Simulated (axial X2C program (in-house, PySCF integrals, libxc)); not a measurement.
**Potential curves of SnC⁺, two-component**

All values were computed with an in-house all-electron X2C program for linear molecules (integrals from PySCF). Two-component (2c) means X2C with spin–orbit coupling and atomic mean-field two-electron Coulomb and Gaunt terms. Basis: Sn dyall-cv3z [11s12p9d4f1g], C dyall-v3z [7s6p2d1f] (cores contracted in-house); Gaussian nuclei, density fitting, unrestricted open shells. Masses: Sn 119.902 u, C 12.000 u.

State: Ω = 3/2 (⟨Sz⟩ = 1.49, ⟨Lz⟩ = 0.01 at PBE0). Energies in kJ/mol from the lowest point of each curve. Fits are polynomials in 1 − R0/R over 0.85 to 1.23 times the lowest point R0.

```json
{"R (Å)": "1.8409", "PBE0": "76.04"}
{"R (Å)": "1.9256", "PBE0": "31.03"}
{"R (Å)": "1.9890", "PBE0": "11.96"}
{"R (Å)": "2.0525", "PBE0": "2.33"}
{"R (Å)": "2.1160", "PBE0": "0.00"}
{"R (Å)": "2.1901", "PBE0": "4.19"}
{"R (Å)": "2.2641", "PBE0": "13.77"}
{"R (Å)": "2.3593", "PBE0": "31.36"}
{"R (Å)": "2.4757", "PBE0": "57.50"}
{"R (Å)": "2.6450", "PBE0": "98.62"}
```

The state is one determinant whose occupation by symmetry is held fixed; it was picked as the lowest of a PBE0 search that is not exhaustive. Density functionals use the spin component along the axis (collinear). With several unpaired electrons one determinant need not be a pure state. This is the top spin component of a Σ state; components of lower Ω are not single determinants and can lie lower.

Question: What are Re and ωe at the PBE0 level?

Answer: At PBE0, 2c: Re = 2.108 Å, ωe ≈ 605 cm⁻¹; Be follows as 0.348 cm⁻¹.
